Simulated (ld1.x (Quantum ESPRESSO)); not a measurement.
# Pseudopotential generation for V (Z = 23): ultrasoft, LDA (PZ), scalar-relativistic.

```
Element                 : V
Generator               : ld1.x (Quantum ESPRESSO) 7.5
Type                    : ultrasoft
Functional              : LDA (PZ)
Relativity              : scalar-relativistic
Frozen core             : [Ar]
Valence charge          : 5
Reference configuration : 3d3 4s1 4p1
Partial waves           : 4s (bound): rcut 2.40, rcutus 3.05 bohr; 4s channel at 0.5 Ry: rcut 2.40, rcutus 3.05 bohr; 4p (bound): rcut 3.05, rcutus 3.55 bohr; 4p channel at 1 Ry: rcut 3.05, rcutus 3.55 bohr; 3d (bound): rcut 1.70, rcutus 2.10 bohr; 3d channel at 0.15 Ry: rcut 1.70, rcutus 2.10 bohr
Local potential         : all-electron potential smoothed inside 2.80 bohr (lloc = -1)
Core correction         : none
Augmentation charge     : built from norm-conserving waves at rcut, not smoothed further
```

All-electron outer shells of the reference configuration (LDA (PZ), scalar-relativistic, ld1.x):

```tsv
shell	level (eV)	outermost node (bohr)	outermost maximum (bohr)
3s	-71.25	0.38	0.82
3p	-45.37	0.35	0.84
3d	-6.71	–	0.88
4s	-5.70	1.17	2.69
4p	-2.20	1.30	3.50
```

Results:

- Cutoffs needed: 21 Ry and 35 Ry (the cutoffs (Ry, on a coarse ladder) from which the occupation-weighted sum of valence levels, in a spherical-Bessel basis at the reference potential, stays within 10 and 1 mRy of its value at 400 Ry)
- Ghost test: no extra level below or beside the all-electron valence levels (s, p, d, f tested) (spherical-Bessel basis up to 400 Ry, 20 bohr box)
- Configuration tests: test run stopped at test 6 of 9 (negative rho)
- Lowest eigenvalue of the overlap operator: 0.38 (s channel)

Generation and tests took about 1.3 s on one core of a shared server CPU.
